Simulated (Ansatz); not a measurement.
Program: Ansatz 0.2.0.

A structure relaxed at PBE0-D4/def2-TZVP, charge 0, multiplicity 1:

```json
{"atom": "F1", "x (Å)": "-0.574", "y (Å)": "-2.656", "z (Å)": "0.136"}
{"atom": "In2", "x (Å)": "0.315", "y (Å)": "-1.157", "z (Å)": "-0.773"}
{"atom": "Ge3", "x (Å)": "-0.161", "y (Å)": "1.049", "z (Å)": "0.493"}
{"atom": "H4", "x (Å)": "1.171", "y (Å)": "-1.733", "z (Å)": "-2.143"}
{"atom": "H5", "x (Å)": "-0.009", "y (Å)": "2.267", "z (Å)": "-0.433"}
{"atom": "H6", "x (Å)": "-1.584", "y (Å)": "1.034", "z (Å)": "1.071"}
{"atom": "H7", "x (Å)": "0.842", "y (Å)": "1.197", "z (Å)": "1.649"}
```

Q: Give its formula and SMILES.

A: FGeH4In, `[F][InH][GeH3]`.

Q: Summarise the bond lengths by kind.

A: 1 × F–In 1.966 Å; 1 × Ge–In 2.588 Å; 1 × H–In 1.715 Å; 3 × Ge–H 1.535 to 1.538 Å.
